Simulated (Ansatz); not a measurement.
Reactions of `C[NH][InH][CH3]`.

Calculated with Ansatz (gas phase, PBE0-D4/def2-TZVP geometries, no zero-point term in ΔE). CCSD(T)/CBS is the MP2 limit (def2-TZVPP, def2-QZVPP) plus CCSD(T) − MP2 in def2-TZVPP, frozen cores. This one scheme is used for every species. Double bonds are as drawn, so ΔE can hold a change between cis and trans. Elements past krypton have def2 core potentials. For In outer-core shells are correlated without core-valence functions, which leaves a few kJ/mol of doubt a bond. One conformer a species, not always the lowest.

```csv
reaction,MP2/CBS(def2) (kJ/mol),HF/CBS(def2) (kJ/mol),CCSD/CBS(def2) (kJ/mol),CCSD(T)/CBS(def2) (kJ/mol)
`C[NH][InH][CH3]` + `CC[Si]S` → `CC[Si]SC` + `C[NH][InH2]`,43,40,42,40
`C[NH][InH][CH3]` + `[SiH3]O[SiH3]` → `[CH3][InH][O][SiH3]` + `CN[SiH3]`,13,14,13,13
`C[NH][InH][CH3]` + H₂ → `[CH3][InH2]` + CH₃NH₂,21,-30,4,11
`C[NH][InH][CH3]` + `O/C=C\Cl` → `CO/C=C/Cl` + `C[NH][InH2]`,103,67,91,93
```

Largest T1 diagnostic: 0.016, for `C[NH][InH2]`.
